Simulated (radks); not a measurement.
The numbers below are computed, except where a source is named.
Charge is removed step by step from the 4d5/2 level of Sb+, starting from [Kr] 4d(3/2: 4, 5/2: 6) 5s2 5p2. Level of theory: Dirac Kohn-Sham, PBE, spin-unpolarised, spherical densities, finite nucleus; open shells fill j = l - 1/2 first; Fermi nuclear charge, rms radius 4.6802 fm (a radial shooting solver on a logarithmic mesh with Libxc functionals).

removed (e),E - E(0) (eV),eigenvalue (eV),E minus straight line (eV)
0,0.000,-41.130,0.000
0.125,5.263,-43.089,-0.886
0.25,10.773,-45.076,-1.526
0.375,16.533,-47.090,-1.916
0.5,22.547,-49.130,-2.052
0.625,28.817,-51.196,-1.932
0.75,35.347,-53.286,-1.552
0.875,42.139,-55.400,-0.909
1,49.198,-57.537,0.000

Removing the whole electron costs 49.198 eV by Delta-SCF, against 41.130 eV from minus the eigenvalue at the starting occupation. Slater's transition state (half an electron removed) gives 49.130 eV. Integrating minus the eigenvalue over the occupation (Janak's theorem) gives 49.198 eV. The mean slope of the eigenvalue, de/dn, is 16.4 eV per electron.
